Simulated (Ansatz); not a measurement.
Cost and result for the atomization energy of C2H7BFNO (13 atoms, 13 bonds).

| atom | x (Å) | y (Å) | z (Å) |
| --- | --- | --- | --- |
| B1 | 0.907 | -0.102 | 0.968 |
| C2 | 0.521 | -0.918 | -0.406 |
| C3 | -0.622 | 0.050 | -0.574 |
| N4 | -0.629 | 0.587 | 0.811 |
| O5 | -0.426 | 1.111 | -1.408 |
| F6 | -1.852 | -0.509 | -0.833 |
| H7 | 0.970 | -0.714 | 2.003 |
| H8 | 1.708 | 0.788 | 0.839 |
| H9 | 0.145 | -1.928 | -0.244 |
| H10 | 1.215 | -0.926 | -1.248 |
| H11 | -1.338 | 0.135 | 1.378 |
| H12 | -0.747 | 1.594 | 0.842 |
| H13 | 0.148 | 0.835 | -2.128 |

Charge 0, multiplicity 1. The bonds changed during the relaxation, so this is another structure than the one it started from. All single points use the PBE0-D4/def2-TZVP geometry. It is one conformer, not always the lowest. Program: Ansatz. All runs use 4 threads of an Arm Neoverse V2 on a shared host. Times are those of one run each, without the atoms' runs, and a repeat can differ threefold. Electronic energies, without spin–orbit coupling; frozen cores. CCSD(T)/CBS adds CCSD(T) − MP2 in def2-TZVPP to the MP2 limit, and its time is that of the two runs behind it. T1 = 0.011. HSE06 is the plane-wave form, built on full-range PBE exchange.

CCSD(T)/CBS is a level of theory with its own doubt, some kJ/mol a heavy atom from the limit and from the frozen cores, so smaller differences don't rank the functionals.

```csv
level,functions,wall time,atomization (kcal/mol),difference from CCSD(T)/CBS,per bond
BLYP-D4/def2-TZVPP,284,2.2 s,1188.1,3.1,0.2
revPBE-D4/def2-TZVPP,284,2.4 s,1187.9,2.9,0.2
PBE-D4/def2-TZVPP (with forces),284,2.9 s,1222.5,37.5,2.9
HSE06-D4/def2-TZVPP,284,3.1 s,1196.0,11.0,0.8
BHLYP-D4/def2-TZVPP,284,3.2 s,1144.8,-40.2,-3.1
r2SCAN-D4/def2-TZVPP (with forces),284,5 s,1191.4,6.4,0.5
r2SCANh-D4/def2-TZVPP,284,5.5 s,1182.7,-2.3,-0.2
PBE-QIDH/def2-TZVPP,284,7.5 s,1181.8,-3.2,-0.2
B97M-V/def2-TZVPP,284,9 s,1187.2,2.2,0.2
CCSD(T)/def2-SVP,119,12 s,1128.3,-56.7,-4.4
MP2/def2-QZVPP,552,35 s,1197.9,12.9,1.0
CCSD(T)/def2-TZVPP,284,6 min,1154.4,-30.6,-2.4
CCSD(T)/CBS(def2),–,6.6 min,1185.0,0.0,0.0
```

From BLYP to BHLYP (50 % exact exchange), in def2-TZVPP and without D4, the atomization energy moves by −36.3 kcal/mol: exact exchange takes away binding that semilocal exchange gives to molecules. At CCSD(T), def2-SVP lies −56.7 kcal/mol from the extrapolated value and def2-TZVPP −30.6 kcal/mol: correlation converges slowly with the basis, and small sets miss more of it in the bonded molecule than in its fragments. In def2-TZVPP, CCSD(T) changes the Hartree–Fock value by +316.8 kcal/mol (the triples alone add +19.5 kcal/mol) and MP2 by +342.4 kcal/mol; breaking electron pairs costs correlation energy, which Hartree–Fock lacks.
